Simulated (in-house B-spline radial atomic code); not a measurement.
Configurations of neutral hafnium, with energies counted from [Xe] 4f14 (5d3/2)2 6s2. Level of theory: Dirac-Hartree-Fock, average of each configuration as written, Fermi nucleus of rms radius 5.347 fm; calculated with a B-spline radial code for spherical atoms. Energies include first-order Breit, QED and recoil terms.

Occupations are held fixed; configurations that lie above the ionisation limit could autoionise.

```json
{"configuration": "[Xe] 4f14 (5d5/2)1 6s2 (7d3/2)1", "E - E(ref) (eV)": "5.2622", "highest orbital": "7d3/2", "its <r> (bohr)": "23.16"}
{"configuration": "[Xe] 4f14 (5d5/2)1 6s2 (8f7/2)1", "E - E(ref) (eV)": "5.7699", "highest orbital": "8f7/2", "its <r> (bohr)": "67.22"}
{"configuration": "[Kr] 4d10 4f14 5s2 (5p1/2)2 (5p3/2)3 (5d3/2)2 6s2 (8p1/2)1", "E - E(ref) (eV)": "36.698", "highest orbital": "8p1/2", "its <r> (bohr)": "22.76"}
```

(1) Order these further configurations by energy, lowest first.
A. [Xe] 4f14 (5d3/2)2 (5f5/2)1 6s1
B. [Xe] (4f5/2)6 (4f7/2)7 (5d5/2)2 6s2 (7g9/2)1
C. [Xe] 4f14 (5d5/2)2 6s1 (9p1/2)1
D. [Xe] 4f14 (5d5/2)2 6s2

## Answers

(1) D (0.64768 eV), A (5.2789 eV), C (6.3359 eV), B (21.269 eV).
